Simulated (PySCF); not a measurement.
## SeH⁻: one state, many levels of theory

State: ¹Σ⁺ (singlet), closed shell. Set-up: H aug-cc-pVDZ-DK, Se aug-cc-pVDZ-DK; spin-free X2C with a Gaussian nucleus (PySCF 2.14). De refers to H + Se⁻ in their high-spin ground configurations, without counterpoise correction. A positive dipole points towards Se; it is taken about the centre of mass and depends on that origin.

```
      Level  Re (Å)  ωe (cm⁻¹)  De (eV)  μ (D)  CPU s a point (SCF and correlation, without the integrals)
        RHF   1.466       2479      n/a  -0.09                                                       0.046
    RHF-MP2   1.473       2436      n/a    n/a                                                       0.072
RHF-SCS-MP2   1.477       2405      n/a    n/a                                                         n/a
   RHF-CCSD   1.480       2369      n/a    n/a                                                         n/a
RHF-CCSD(T)   1.482       2353      n/a    n/a                                                        0.82
        PBE   1.494       2287     3.55   0.10                                                        0.48
     r²SCAN   1.479       2366     3.55   0.01                                                        0.73
    r²SCANh   1.475       2390     3.52   0.00                                                        0.76
      B3LYP   1.485       2322     3.53   0.08                                                        0.57
       PBE0   1.479       2380     3.50   0.03                                                        0.92
      B97-3   1.479       2374     3.50   0.04                                                        0.42
      HSE06   1.480       2371     3.50   0.04                                                        0.88
```

Task: What does a quarter of exact exchange do here, going from PBE to PBE0?

Result: PBE0 less PBE: -1.5 pm in Re, +4.1 % in ωe, -0.05 eV in De. Exact exchange removes part of the self-interaction that spreads semilocal densities, and in most molecules shortens and stiffens the bond and lowers De; so it does here.

Task: What does the step from GGA to meta-GGA do here, going from PBE to r²SCAN?

Result: r²SCAN less PBE: -1.5 pm in Re, +3.5 % in ωe, +0.00 eV in De. 

Task: What does second-order correlation do here, going from RHF to RHF-MP2?

Result: RHF-MP2 less RHF: +0.7 pm in Re, -1.7 % in ωe. Correlation nearly always deepens the well. The bond lengthens, as in strong covalent bonds, where excitations into antibonding orbitals dominate.

Correlated steps freeze 9 core orbitals. For an ion De counts to the pair picked by the measured ionisation energies or electron affinities, which need not be the lowest pair at this level. The highest Kohn–Sham level is positive in this anion. Much of that is self-interaction error, but it also means that the finite basis helps to hold the extra electron.

The whole job (state search and all levels along the bond) took about 1.5 min on 1 thread of Arm Neoverse V1 (shared host), peak memory 0.51 GiB.
